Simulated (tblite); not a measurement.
Task: What does the GFN2-xTB structure of `CCC1=C[SiH2]C=C[C@H]1C` look like in three dimensions?

Result: 
```xyz
23
C8H14Si angstrom
C      2.5659    0.0350    1.2064
C      2.0053   -0.0950   -0.2115
C      0.5349    0.2302   -0.2422
C      0.0851    1.4270   -0.6111
Si    -1.7311    1.8666   -0.5373
C     -2.3316    0.5735    0.6790
C     -1.6252   -0.5280    0.8928
C     -0.3731   -0.9085    0.1531
C     -0.7829   -1.6734   -1.1194
H      2.4287    1.0500    1.5724
H      2.0580   -0.6443    1.8874
H      3.6285   -0.1980    1.2165
H      2.1701   -1.1149   -0.5688
H      2.5474    0.5871   -0.8696
H      0.8076    2.1766   -0.9087
H     -1.9416    3.2289   -0.0302
H     -2.3937    1.7311   -1.8459
H     -3.2390    0.7280    1.2468
H     -1.9606   -1.2735    1.6074
H      0.1981   -1.5997    0.7837
H     -1.3902   -2.5387   -0.8617
H      0.0962   -2.0138   -1.6622
H     -1.3615   -1.0192   -1.7667
```

Orientation and origin are arbitrary. Atoms count from 1 in this order. Of the pairs four or more bonds apart, Si5···H23 is among the closest relative to their van der Waals radii: 3.16 Å, 96 % of the sum of Bondi's values. Si5 (SiH2 silicon) is distorted tetrahedral (angles from 100.1° to 112.3°). The 6-membered ring C3–C4–Si5–C6–C7–C8 has internal angles of 100.1° to 125.1° (sum 707°, against 720° for a flat polygon); it is puckered, 0.18 Å rms from its mean plane, widest ring torsion 35°. The C–C distances run from 1.326 Å (C6=C7, drawn double) to 1.540 Å (C8–C9, drawn single), a spread of 0.214 Å.

Bonds between heavy atoms (Å): C1–C2 1.530, C2–C3 1.506, C3=C4 1.331, C4–Si5 1.870, Si5–C6 1.874, C6=C7 1.326, C7–C8 1.503, C8–C9 1.540, C3–C8 1.509.

Computed geometry: GFN2-xTB, gas phase.

Point group: C1 (no symmetry element, even within 0.4 Å). Its GFN2-xTB frequencies are all real (lowest 62 cm⁻¹). One conformer, not necessarily the lowest (C1–C2–C3–C4 98°, C3–C4–Si5–C6 20°, C4–Si5–C6–C7 -20°, C6–C7–C8–C9 -87°, C2–C3–C8–C7 146°). 2 starts were optimised and ended at 0.00 and 3.26 kcal/mol (GFN2-xTB); the lowest of these is shown.
